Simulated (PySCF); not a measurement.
Species: C₁₃H₁₂.
Atom-mapped SMILES: `[CH3:1][c:2]1[cH:3][cH:4][c:5]2[cH:6][cH:7][cH:8][c:9]3[c:10]2[c:11]1[CH2:12][CH2:13]3` (hydrogens: H14, H15, H16 on C1; H17 on C3; H18 on C4; H19 on C6; H20 on C7; H21 on C8; H22, H23 on C12; H24, H25 on C13)

Structure used (PBE0-D3(BJ)/def2-SVP), in Å, numbered top down from 1:
```xyz
25
C13H12 angstrom
C      3.444    0.455   -0.788
C      2.053    0.978   -0.581
C      1.788    2.377   -0.525
C      0.525    2.905   -0.337
C     -0.593    2.045   -0.186
C     -1.952    2.406    0.013
C     -2.917    1.425    0.137
C     -2.608    0.039    0.076
C     -1.299   -0.340   -0.115
C     -0.316    0.663   -0.243
C      0.972    0.129   -0.436
C      0.879   -1.377   -0.443
C     -0.629   -1.690   -0.226
H      3.510   -0.160   -1.701
H      4.174    1.271   -0.881
H      3.761   -0.186    0.050
H      2.633    3.062   -0.639
H      0.386    3.988   -0.304
H     -2.231    3.461    0.066
H     -3.958    1.721    0.290
H     -3.408   -0.698    0.181
H      1.251   -1.795   -1.393
H      1.507   -1.821    0.348
H     -0.793   -2.290    0.684
H     -1.048   -2.276   -1.060
```

The closed-shell ground state was solved at several levels (PySCF, density fitting, gas phase, non-relativistic).

| level | basis functions | HOMO (eV) | LUMO (eV) | gap (eV) | dipole (D) |
| --- | --- | --- | --- | --- | --- |
| PBE0/pcSseg-1 | 281 | -5.88 | -0.96 | 4.92 | 1.21 |
| PBE0/def2-SVPD | 356 | -5.86 | -0.97 | 4.89 | 1.20 |
| PBE/pcSseg-1 | 281 | -5.03 | -1.76 | 3.27 | 1.24 |

(1) What might B3LYP/pcJ-1 (471 basis functions) give for the same quantities?

(2) Over all these levels, which gives the widest orbital gap and which the narrowest?

(3) How far do the dipole and the HOMO energy spread over the levels?

## Answers

(1) HOMO -5.67 eV, LUMO -1.10 eV, gap 4.57 eV, dipole 1.16 D.

(2) PBE0/pcSseg-1 (global hybrid, 25 % exact exchange) has the widest, 4.92 eV, and PBE/pcSseg-1 (GGA) the narrowest, 3.27 eV. The two share the basis. From the narrowest to the widest the HOMO moves by -0.85 eV and the LUMO by +0.80 eV.

(3) The dipole runs from 1.16 to 1.24 D (mean 1.20 D) and the HOMO from -5.88 to -5.03 eV.
